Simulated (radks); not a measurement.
Results of a calculation; reference values are marked as such.
The platinum anion Pt2-, [Hg], held by a Watson sphere: a shell of charge +1.38 at radius R that stands for the Madelung well of a crystal (potential energy -1.38/R inside, -1.38/r outside, in hartree with lengths in bohr). Code: a radial shooting solver on a logarithmic mesh with Libxc functionals. Model: scalar-relativistic Kohn-Sham, PBE, spin-polarised, spherical densities, finite nucleus; Fermi nuclear charge, rms radius of each element as measured or else 0.836 A^(1/3) + 0.57 fm.

| R (bohr) | e(5p) (eV) | e(6s) (eV) | e(5d) (eV) | <r> 5d (bohr) | sum of <r^2> (bohr^2) | X-ray form factor at sin(theta)/lambda = 0.3 1/angstrom |
|---|---|---|---|---|---|---|
| 3.35 | -50.040 | -2.126 | -0.823 | 1.883 | 90.53 | 58.454 |
| 3.8 | -49.792 | -1.813 | -0.479 | 1.907 | 94.80 | 58.472 |

Estimate the row for R = 2.87 bohr.

Answer. e(5p) (eV) -50.334; e(6s) (eV) -2.426; e(5d) (eV) -1.253; <r> 5d (bohr) 1.850; sum of <r^2> (bohr^2) 86.04; X-ray form factor at sin(theta)/lambda = 0.3 1/angstrom 58.430.
